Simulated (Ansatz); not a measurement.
Program: Ansatz. Geometries: PBE0-D4/def2-TZVP. ΔE: electronic, gas phase. CBS: MP2 limit from def2 TZ/QZ plus the TZ coupled-cluster correction, frozen cores. Functionals use def2-TZVPP. B3LYP here is the variant with VWN-RPA as its local correlation; programs differ in this. HSE06 is defined as in plane-wave codes. Each species was taken in one conformer, which may not be the lowest.

`CC(F)C[SiH3]` + `F[SiH](F)F` → `F[SiH](F)[SiH3]` + `CC(F)CF`  (formal exchange of groups at the Si–C bond)

```csv
level,ΔE (kJ/mol)
PBE0-D4,231.0
HSE06-D4,230.7
ωB97M-V,249.4
B3LYP,234.0
HSE06,228.9
BHLYP,245.8
HF/def2-QZVPP,252.5
HF/CBS(def2),252.9
```

Question: What does CCSD(T)/CBS give? (Estimate.)

Answer: The calculation gave: +255.2 kJ/mol. The listed levels differ from it by -24.2, -24.5, -5.8, -21.2, -26.3, -9.4, -2.7, -2.3 kJ/mol.

Largest T1 diagnostic among the species: 0.013.

From BLYP to BHLYP (50 % exact exchange), in def2-TZVPP and without D4, ΔE moves by +21.4 kJ/mol. In def2-TZVPP, CCSD(T) changes the Hartree–Fock value by +3.4 kJ/mol (the triples alone add −0.4 kJ/mol) and MP2 by +20.9 kJ/mol. The D4 term adds +3.8 kJ/mol with B3LYP and +2.1 kJ/mol with PBE0; it sums over pairs of atoms, weighted by their polarisabilities, and B3LYP, whose exchange is more repulsive, gets the larger term.

CCSD(T)/CBS has its own doubt, a few kJ/mol and more with outer-core shells, so smaller differences from it don't rank the levels.
